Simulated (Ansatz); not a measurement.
`S[SiH2]CCl` and `ClC[SiH2][TeH]` differ in one element.

Ansatz, PBE0-D4/def2-TZVP geometries, multiplicity 1. Each molecule was computed in one conformer, which needn't be the lowest.

Elements past krypton have def2 core potentials.

```json
{"property": "size of the dipole moment (ωB97M-V/def2-TZVPP) / D", "`S[SiH2]CCl`": "1.34"}
{"property": "size of the dipole moment (PBE/def2-TZVPP) / D", "`S[SiH2]CCl`": "1.33"}
{"property": "LUMO energy (ωB97M-V/def2-TZVPP) / eV", "`S[SiH2]CCl`": "1.67"}
{"property": "HOMO–LUMO gap (B3LYP/def2-TZVPP) / eV", "`S[SiH2]CCl`": "7.04"}
{"property": "HOMO–LUMO gap (ωB97M-V/def2-TZVPP) / eV", "`S[SiH2]CCl`": "11.47"}
{"property": "LUMO energy (B3LYP/def2-TZVPP) / eV", "`S[SiH2]CCl`": "-0.33"}
```

Task: What does the change do to each property? (An estimate is asked.)

Result: Computed: 
| property | `ClC[SiH2][TeH]` | shift |
| --- | --- | --- |
| size of the dipole moment (ωB97M-V/def2-TZVPP) / D | 1.05 | -0.29 |
| size of the dipole moment (PBE/def2-TZVPP) / D | 1.10 | -0.23 |
| LUMO energy (ωB97M-V/def2-TZVPP) / eV | 1.03 | -0.64 |
| HOMO–LUMO gap (B3LYP/def2-TZVPP) / eV | 5.46 | -1.58 |
| HOMO–LUMO gap (ωB97M-V/def2-TZVPP) / eV | 9.80 | -1.67 |
| LUMO energy (B3LYP/def2-TZVPP) / eV | -1.01 | -0.68 |

With PBE0 the HOMO rises by 0.91 eV and the LUMO falls by 0.72 eV, so the gap narrows by about 1.63 eV. PBE moves the HOMO by 0.71 eV and ωB97M-V by 1.01 eV. Dipoles are sizes alone; their direction can turn.

B3LYP here is the variant with VWN-RPA as its local correlation; programs differ in this.

Spin–orbit coupling is left out; it splits and shifts lone-pair levels of the heavy atoms by tenths of an eV.
